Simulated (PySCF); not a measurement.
# Computed spin Hamiltonian

Compound: C7H8ClO (doublet state).
Geometry (GFN2-xTB, Å), atoms numbered from 1 in this order:
```xyz
17
C7H8ClO angstrom
C     -1.3173    1.9794    0.7568
C     -1.2656    0.9625   -0.0311
C     -0.6059   -0.3863    0.2872
C     -1.6158   -1.5188    0.1301
C      0.5613   -0.5644   -0.6572
O      1.6740   -1.3600   -0.2056
C      1.8631   -0.0358   -0.3451
C      2.7648    0.8980   -0.1811
Cl     2.3878    2.5481   -0.5251
H     -1.0005    2.2689    1.7307
H     -1.7090    0.9922   -1.0198
H     -0.2254   -0.3650    1.3126
H     -2.0031   -1.5503   -0.8861
H     -2.4484   -1.3759    0.8140
H     -1.1395   -2.4718    0.3511
H      0.3034   -0.7235   -1.7015
H      3.7692    0.7148    0.1601
```

The hyperfine couplings belong to this conformer and change with its torsions.

Identity: `[H]/[C]=C\[C@@H](C)[C@@H]1O/C1=C/Cl` [radical].

Computed with UKS B3LYP, pcH-1 on C Cl H O, non-relativistic, mean-field spin-orbit, GIAO in PySCF. Isolated species at its GFN2-xTB geometry (one conformer only). Couplings are sensitive to structure, and on GFN2-xTB geometries they can be far from those on DFT ones. Stability of the SCF solution: not tested.

- g1, g2, g3: 2.00179, 2.00221, 2.00268
- g_iso: 2.00223
- Form of g: rhombic: the two nearest values differ by 47 % of g3 − g1
- ⟨S²⟩: 0.7590 (exact 0.7500)
- α and β electrons: 38, 37

Hyperfine couplings atom by atom, in MHz; T1 to T3 are the principal values of the dipolar part; ρ(0) is the spin density at the nucleus:

```
atom  isotope  a_iso  of which spin–orbit     T1     T2     T3  Mulliken spin population  ρ(0) (bohr⁻³)
  C1      13C  308.2                 -0.1  -82.3  -60.5  142.8                      1.04         0.2743
  C2      13C  -17.5                  0.0  -19.3    2.3   16.9                     -0.17        -0.0156
  C3      13C   81.8                  0.0   -9.1   -8.2   17.3                      0.08         0.0727
  C4      13C   -4.5                  0.0   -0.6   -0.6    1.2                      0.00        -0.0040
  C5      13C   -4.4                  0.0   -0.5   -0.3    0.8                      0.00        -0.0039
  O6      17O   -1.3                  0.0   -1.7    0.8    0.9                      0.00         0.0022
  C7      13C    0.6                  0.0   -0.4   -0.2    0.6                      0.00         0.0006
  C8      13C    0.5                  0.0   -0.3   -0.1    0.4                      0.00         0.0005
 Cl9     35Cl    0.0                  0.0   -0.1   -0.1    0.2                      0.00         0.0001
 H10       1H   33.6                  0.0  -32.8   -6.9   39.6                      0.00         0.0075
 H11       1H  113.1                  0.0   -6.4   -5.4   11.8                      0.05         0.0253
 H12       1H   -5.4                  0.0   -6.4   -1.4    7.8                      0.00        -0.0012
 H13       1H    0.0                  0.0   -1.4   -0.8    2.2                      0.00         0.0000
 H14       1H    1.9                  0.0   -1.6   -1.1    2.8                      0.00         0.0004
 H15       1H    5.3                  0.0   -1.2   -0.6    1.8                      0.00         0.0012
 H16       1H    1.0                  0.0   -1.2   -0.9    2.2                      0.00         0.0002
 H17       1H    0.3                  0.0   -0.5   -0.4    0.9                      0.00         0.0001
```

Largest spin populations (Mulliken): C1 (+1.04), C2 (-0.17) and C3 (+0.08). No atom but C1 exceeds +0.15. The positive populations add up to 1.18 and the negative ones to -0.18, together 2S = 1.

Axes: g1 points within 11° of the C1–H10 bond and g2 points within 7° of the C2–C3 bond.

Under fast tumbling the dipolar parts average out, and these isotropic splittings remain: 1 × 1H (H11, I = 1/2, 2 lines) with 4.03 mT, 1 × 1H (H10, I = 1/2, 2 lines) with 1.20 mT, 1 × 1H (H12, I = 1/2, 2 lines) with 0.19 mT, 3 × 1H (H13/H14/H15, I = 1/2, 4 lines) with 0.08 mT and 1 × 1H (H16, I = 1/2, 2 lines) with 0.04 mT.

Means are taken over nuclei equivalent by connectivity, which assumes that they swap fast. The three 1H nuclei of mean +2.4 MHz run from 0.0 to 5.3 MHz in the frozen geometry.

The 13C coupling of C1 (308.2 MHz) shows only in satellite lines or after enrichment, since that isotope makes up about 1.07 % of natural carbon.

The spin density at the nucleus, in bohr⁻³, is negative for C2 (-0.0156), C4 (-0.0040) and C5 (-0.0039), for instance. A restricted open-shell determinant has no negative spin density anywhere; here it arises because α and β orbitals differ (spin polarisation).
